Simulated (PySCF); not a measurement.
# Magnetisability: `C=CCOB(O)C=C`, C₅H₉BO₂

Molfile (atoms numbered from 1):
```
C5H9BO2
     RDKit          3D

 17 16  0  0  0  0  0  0  0  0999 V2000
    2.8240   -0.8789    0.4350 C   0  0  0  0  0  0  0  0  0  0  0  0
    2.6218    0.3318   -0.0472 C   0  0  0  0  0  0  0  0  0  0  0  0
    1.2901    0.8704   -0.4786 C   0  0  0  0  0  0  0  0  0  0  0  0
    0.2492   -0.0592   -0.2762 O   0  0  0  0  0  0  0  0  0  0  0  0
   -0.9467    0.2735    0.2454 B   0  0  0  0  0  0  0  0  0  0  0  0
   -1.2103    1.5685    0.5896 O   0  0  0  0  0  0  0  0  0  0  0  0
   -1.9870   -0.9000    0.4257 C   0  0  0  0  0  0  0  0  0  0  0  0
   -3.2287   -0.7656    0.8735 C   0  0  0  0  0  0  0  0  0  0  0  0
    2.0065   -1.5700    0.5478 H   0  0  0  0  0  0  0  0  0  0  0  0
    3.8013   -1.2205    0.7292 H   0  0  0  0  0  0  0  0  0  0  0  0
    3.4349    1.0358   -0.1672 H   0  0  0  0  0  0  0  0  0  0  0  0
    1.0773    1.8018    0.0614 H   0  0  0  0  0  0  0  0  0  0  0  0
    1.3318    1.1097   -1.5516 H   0  0  0  0  0  0  0  0  0  0  0  0
   -2.0800    1.7129    0.9580 H   0  0  0  0  0  0  0  0  0  0  0  0
   -1.6481   -1.8924    0.1578 H   0  0  0  0  0  0  0  0  0  0  0  0
   -3.9042   -1.5998    0.9824 H   0  0  0  0  0  0  0  0  0  0  0  0
   -3.6392    0.1941    1.1545 H   0  0  0  0  0  0  0  0  0  0  0  0
  1  2  2  0
  2  3  1  0
  3  4  1  0
  4  5  1  0
  5  6  1  0
  5  7  1  0
  7  8  2  0
  1  9  1  0
  1 10  1  0
  2 11  1  0
  3 12  1  0
  3 13  1  0
  6 14  1  0
  7 15  1  0
  8 16  1  0
  8 17  1  0
M  END
```

Theory: GIAO wB97X-D/pcSseg-1 magnetisability, rotational g tensor and spin-rotation constants, non-relativistic, gas phase (PySCF). Geometry: GFN2-xTB.

**Question.** What are the magnetisability and the molar susceptibility?

**Answer.** Isotropic -1120 × 10⁻³⁰ J/T², or -67.4 × 10⁻⁶ cm³/mol; principal values -1354, -1009, -995 × 10⁻³⁰ J/T², anisotropy 352 × 10⁻³⁰ J/T² (root of half the summed squared differences of the principal values). The susceptibility is in cgs units.

**Question.** Split it along the inertial axes a, b, c into diamagnetic and paramagnetic parts about the centre of mass, with the quadrupole moment.

**Answer.** 
```tsv
axis	χ (10⁻⁶ cm³/mol)	diamagnetic (10⁻⁶ cm³/mol)	paramagnetic (10⁻⁶ cm³/mol)	summed x² of all electrons (Å²)	quadrupole Θ (D Å)
a	-60.8	-367.8	307.0	284.2	+8.46
b	-60.3	-1291.2	1230.8	66.6	-1.54
c	-81.2	-1488.3	1407.2	20.1	-6.92
```
Anisotropies 2χaa − χbb − χcc = +20.0 and 2χbb − χaa − χcc = +21.3 × 10⁻⁶ cm³/mol. Θ is traceless in Buckingham's convention.

**Question.** And the rotational g tensor?

**Answer.** 
| axis | rotational constant (GHz) | g | nuclear part | electronic part |
| --- | --- | --- | --- | --- |
| a | 4.5835 | -0.0540 | 0.6071 | -0.6611 |
| b | 1.0148 | -0.0094 | 0.5774 | -0.5868 |
| c | 0.8750 | +0.0018 | 0.5803 | -0.5785 |

Asymmetric top; isotopes 11B, 12C, 1H, 16O; no vibrational averaging.
